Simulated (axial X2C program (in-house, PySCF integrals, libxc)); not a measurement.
Bond lengths and stretching modes, held linear, of SCoS

Computed with an axial X2C code built on PySCF integrals: two-component X2C with atomic mean-field Coulomb and Gaunt terms, Gaussian nuclei, basis S dyall-av3z, Co dyall-v3z with contracted cores. Spin-free rows use the one-electron spin-free X2C Hamiltonian.

Masses S 31.972, Co 58.933, S 31.972 u. States: 2c Ω = 11/2 (beyond evenly filled blocks: 2 × ω = 3/2, ω = 5/2); spin-free M_S = 1/2, Λ = 4 (beyond evenly filled blocks: 2 × π+α, π+β, π-β, δ+α, δ+β, δ-α).

HF, 2c: energies above the lowest point

| r(S–Co) (Å) | r(Co–S) (Å) | E (meV) |
| --- | --- | --- |
| 2.0358 | 2.0358 | 685.86 |
| 2.0358 | 2.0880 | 514.49 |
| 2.0358 | 2.1402 | 400.50 |
| 2.0880 | 2.0358 | 514.49 |
| 2.0880 | 2.0880 | 345.56 |
| 2.0880 | 2.1402 | 233.68 |
| 2.0880 | 2.1924 | 169.48 |
| 2.1402 | 2.0358 | 400.50 |
| 2.1402 | 2.0880 | 233.68 |
| 2.1402 | 2.1402 | 123.66 |
| 2.1924 | 2.0880 | 169.48 |
| 2.1924 | 2.1924 | 0.00 |

**Question.** Fit a quadratic surface with cubic terms in each bond: where is the minimum, and what are the two stretching wavenumbers?

**Answer.** At HF, 2c: bonds 2.252 and 2.252 Å; harmonic stretches 304.0 and 410.2 cm⁻¹; force constants 1.63, 1.63 and coupling 0.11 mdyn/Å.

The other levels and Hamiltonians give:

| Hamiltonian | level | r(S–Co) (Å) | r(Co–S) (Å) | lower stretch (cm⁻¹) | upper stretch (cm⁻¹) |
| --- | --- | --- | --- | --- | --- |
| 2c | BHandHLYP | 2.161 | 2.161 | 338.5 | 435.7 |
| 2c | MP2 | 2.135 | 2.135 | 333.4 | 453.0 |
| spin-free | PBE0 | 2.129 | 2.129 | 338.1 | 466.9 |
| spin-free | HF | 2.268 | 2.268 | 281.1 | 392.6 |
| spin-free | BHandHLYP | 2.182 | 2.182 | 323.7 | 454.7 |
| spin-free | MP2 | 2.163 | 2.163 | 329.1 | 472.4 |

Each state is one determinant, the lowest of a limited PBE0 search; the stretches come from a fit to these few points and carry an uncertainty of a few per cent. Other orders of the atoms were not compared. Left out for rough or failed fits: PBE0 2c. The levels spread by more than a fifth, so the stretches depend strongly on the method. MP2 freezes inner shells (threshold -2 hartree). The molecule was held linear; bending was not examined, so a bent shape may lie lower. Note: functional without a current term on a determinant with orbital currents, of the molecule or an atom. Note: several unpaired electrons, one determinant need not be a pure state.
